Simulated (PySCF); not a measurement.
## Frontier levels across methods

Compound: C4H7FSi.
Cartesian coordinates in Å at the PBE0-D3(BJ)/def2-SVP level; atoms count from 1:
```xyz
13
C4H7FSi angstrom
C      3.1080   -0.5015    0.7253
C      1.9514   -0.1633    0.8460
C      0.5517    0.2266    0.9609
C     -0.3164   -0.2844   -0.1970
Si    -2.1070    0.2374   -0.0830
F     -2.1572    1.8673   -0.0517
H      4.1368   -0.7941    0.6253
H      0.4895    1.3271    1.0141
H      0.1563   -0.1428    1.9235
H     -0.2784   -1.3868   -0.2464
H      0.0882    0.0751   -1.1585
H     -2.7377   -0.2495    1.1781
H     -2.8790   -0.2284   -1.2689
```

Basis pcSseg-1 throughout (PySCF), one geometry. Geometry: PBE0-D3(BJ)/def2-SVP, one conformer, isolated molecule.

Problem. How do the orbital energies, the gap and the dipole change with the method?

Solution. 
| method | kind | HOMO (eV) | LUMO (eV) | gap (eV) | μ (D) | SCF cycles |
| --- | --- | --- | --- | --- | --- | --- |
| BLYP | GGA | -6.40 | -0.39 | 6.01 | 1.38 | 15 |
| B97-D | GGA | -6.52 | -0.35 | 6.17 | 1.41 | 15 |
| OPBE | GGA | -6.54 | -0.33 | 6.20 | 1.39 | 16 |
| KT3 | GGA | -6.56 | -0.56 | 6.00 | 1.40 | 15 |
| PBE | GGA | -6.57 | -0.54 | 6.03 | 1.39 | 15 |
| KT2 | GGA | -6.57 | -0.68 | 5.89 | 1.42 | 16 |
| BP86 | GGA | -6.68 | -0.57 | 6.11 | 1.40 | 15 |
| LDA | LDA | -6.74 | -0.81 | 5.93 | 1.46 | 15 |
| B97-2 | global hybrid | -7.55 | 0.40 | 7.96 | 1.52 | 14 |
| B3LYP | global hybrid | -7.56 | 0.16 | 7.72 | 1.50 | 14 |
| PBE0 | global hybrid | -7.82 | 0.38 | 8.20 | 1.53 | 14 |
| mPW1PW91 | global hybrid | -7.84 | 0.40 | 8.24 | 1.54 | 14 |
| BHandHLYP | global hybrid | -8.88 | 1.32 | 10.20 | 1.63 | 13 |
| CAM-B3LYP | range-separated hybrid | -9.17 | 1.43 | 10.61 | 1.54 | 13 |
| wB97X-D | range-separated hybrid | -9.71 | 2.22 | 11.94 | 1.56 | 14 |
| HF | Hartree–Fock | -10.54 | 3.74 | 14.28 | 1.73 | 12 |
| LC-wPBE | range-separated hybrid | -10.64 | 2.67 | 13.31 | 1.54 | 14 |

The HOMO spans 4.24 eV, from BLYP down to LC-wPBE, and the gap runs from 5.89 eV (KT2) to 14.28 eV (HF). Over the methods BLYP (0 %), B97-D (0 %), OPBE (0 %), KT3 (0 %), PBE (0 %), KT2 (0 %), BP86 (0 %), LDA (0 %), B97-2 (21 %), B3LYP (20 %), PBE0 (25 %), mPW1PW91 (25 %), BHandHLYP (50 %), HF (100 %), a straight line through the gap against the share of exact exchange rises by 0.83 eV for each 10 % (correlation coefficient 0.999). The dipole ranges from 1.38 D (BLYP) to 1.73 D (HF). This basis has no diffuse functions.
